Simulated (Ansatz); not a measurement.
The cluster Sn4Ge⁻, relaxed as a quartet with UKS r2SCAN-D4/def2-SVPD in Ansatz, starting from the r2SCAN-D4/def2-SVPD geometry of the charge -1 doublet. Force threshold 0.02 eV/Å.

In the def2 sets Sn takes a core potential; there is no spin–orbit coupling. At r2SCAN-D4/def2-SVPD a doublet of charge -1 lies 0.85 eV below the quartet, each at its own geometry. The structure comes from a short search, and lower isomers may exist.

Start:

```xyz
5

Ge   -1.244    0.397    0.678
Sn   -1.124   -1.939   -0.533
Sn    1.295   -0.919    0.925
Sn    0.255    0.424   -1.770
Sn    0.817    2.037    0.700
```

Estimate the energy that the relaxation releases and the steps that it takes.

25.5 kcal/mol, in 17 steps; 3.1 min on 4 threads of Arm Neoverse V2 on a shared host. The force fell under the threshold at step 7, but the optimiser went on and released 0.950 eV more. No frequencies were taken in this run, so the end may be a saddle point.

Does the start keep its bonding and symmetry?

Bonds lost: Sn3–Sn4 (atoms count from 1). Point group C2v at the start, C4v at the end, both within 0.05 Å.

Predict the relaxed structure.


```xyz
5

Ge   -1.233    0.402    0.643
Sn   -0.579   -1.917   -0.724
Sn    0.958   -0.975    1.633
Sn   -0.342    0.773   -1.955
Sn    1.195    1.716    0.403
```
Bond lengths (bridged metal pairs left out): 4 × Ge–Sn 2.77 Å; 4 × Sn–Sn 2.97 Å.
